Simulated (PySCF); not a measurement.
Geometry (Å), atoms numbered from 1 in this order:
```xyz
25

C    -2.461   -1.054   -0.023
C    -1.217   -0.274    0.373
C    -1.437    1.237    0.458
C    -0.016    1.789    0.446
C     0.724    0.917   -0.579
C     2.152    0.547   -0.162
C     2.001   -0.787    0.566
C     0.945   -1.513   -0.265
C    -0.062   -0.419   -0.634
H    -3.250   -0.914    0.713
H    -2.831   -0.721   -0.991
H    -2.238   -2.117   -0.089
H    -0.878   -0.627    1.353
H    -1.996    1.530    1.346
H    -1.982    1.581   -0.423
H     0.023    2.847    0.189
H     0.431    1.663    1.433
H     0.722    1.415   -1.550
H     2.777    0.411   -1.046
H     2.608    1.317    0.460
H     1.629   -0.620    1.578
H     2.938   -1.338    0.631
H     1.406   -1.918   -1.167
H     0.478   -2.336    0.276
H    -0.477   -0.594   -1.629
```

- GFN2-xTB geometry
- σ from GIAO-PBE0/pcSseg-1
- program: PySCF
- relativity neglected, in vacuum, averaged over atoms made equivalent by symmetry, fast rotation or ring inversion, a single conformation

**Question.** List the cross peaks expected in HSQC, COSY and HMBC spectra.

**Answer.** 

HSQC (one-bond C–H):
```tsv
δH	δC
2.48 (H18)	46.8 (C5)
2.02 (H16)	38.5 (C4)
1.76 (H25)	54.4 (C9)
1.67 (H14)	40.0 (C3)
1.56 (H22)	26.5 (C7)
1.55 (H19)	36.7 (C6)
1.51 (H23)	35.1 (C8)
1.46 (H21)	26.5 (C7)
1.45 (H24)	35.1 (C8)
1.42 (H20)	36.7 (C6)
1.17 (H13)	47.1 (C2)
1.11 (H10/H11/H12)	22.2 (C1)
1.03 (H17)	38.5 (C4)
1.02 (H15)	40.0 (C3)
```

COSY cross peaks (H two or three bonds apart, from the bond graph; peaks can be absent where the dihedral angle is near 90°):
```tsv
δH	δH
2.48 (H18)	2.02 (H16)
2.48 (H18)	1.76 (H25)
2.48 (H18)	1.55 (H19)
2.48 (H18)	1.42 (H20)
2.48 (H18)	1.03 (H17)
2.02 (H16)	1.67 (H14)
2.02 (H16)	1.03 (H17)
2.02 (H16)	1.02 (H15)
1.76 (H25)	1.51 (H23)
1.76 (H25)	1.45 (H24)
1.76 (H25)	1.17 (H13)
1.67 (H14)	1.17 (H13)
1.67 (H14)	1.03 (H17)
1.67 (H14)	1.02 (H15)
1.56 (H22)	1.55 (H19)
1.56 (H22)	1.51 (H23)
1.56 (H22)	1.46 (H21)
1.56 (H22)	1.45 (H24)
1.56 (H22)	1.42 (H20)
1.55 (H19)	1.46 (H21)
1.55 (H19)	1.42 (H20)
1.51 (H23)	1.46 (H21)
1.51 (H23)	1.45 (H24)
1.46 (H21)	1.45 (H24)
1.46 (H21)	1.42 (H20)
1.17 (H13)	1.11 (H10/H11/H12)
1.17 (H13)	1.02 (H15)
1.03 (H17)	1.02 (H15)
```

HMBC (two and three bonds, from the bond graph):
```tsv
δH	δC
2.48 (H18)	54.4 (C9), 47.1 (C2), 40.0 (C3), 38.5 (C4), 36.7 (C6), 35.1 (C8), 26.5 (C7)
2.02 (H16)	54.4 (C9), 47.1 (C2), 46.8 (C5), 40.0 (C3), 36.7 (C6)
1.76 (H25)	47.1 (C2), 46.8 (C5), 40.0 (C3), 38.5 (C4), 36.7 (C6), 35.1 (C8), 26.5 (C7), 22.2 (C1)
1.67 (H14)	54.4 (C9), 47.1 (C2), 46.8 (C5), 38.5 (C4), 22.2 (C1)
1.56 (H22)	54.4 (C9), 46.8 (C5), 36.7 (C6), 35.1 (C8)
1.55 (H19)	54.4 (C9), 46.8 (C5), 38.5 (C4), 35.1 (C8), 26.5 (C7)
1.51 (H23)	54.4 (C9), 47.1 (C2), 46.8 (C5), 36.7 (C6), 26.5 (C7)
1.46 (H21)	54.4 (C9), 46.8 (C5), 36.7 (C6), 35.1 (C8)
1.45 (H24)	54.4 (C9), 47.1 (C2), 46.8 (C5), 36.7 (C6), 26.5 (C7)
1.42 (H20)	54.4 (C9), 46.8 (C5), 38.5 (C4), 35.1 (C8), 26.5 (C7)
1.17 (H13)	54.4 (C9), 46.8 (C5), 40.0 (C3), 38.5 (C4), 35.1 (C8), 22.2 (C1)
1.11 (H10/H11/H12)	54.4 (C9), 47.1 (C2), 40.0 (C3)
1.03 (H17)	54.4 (C9), 47.1 (C2), 46.8 (C5), 40.0 (C3), 36.7 (C6)
1.02 (H15)	54.4 (C9), 47.1 (C2), 46.8 (C5), 38.5 (C4), 22.2 (C1)
```

Shifts are taken against calculated references (same method and geometry level): ¹H, ¹³C vs TMS.

Short H···H contacts in this conformer between protons four or more bonds apart (candidates for NOE cross peaks, intensity ∝ r⁻⁶): H17···H20 2.41 Å, H13···H24 2.43 Å, H11···H25 2.44 Å, H13···H21 2.52 Å, H11···H15 2.52 Å, H17···H21 2.58 Å.

Shifts are as computed. Against solution values, carbons near 30 ppm lie about +3 ppm off and those near 130 ppm about +5 ppm. Of 1211 compounds with measured shifts, 218 miss one by over three times the rms of a fit or turn the order of signals round; such compounds aren't used in these exercises.
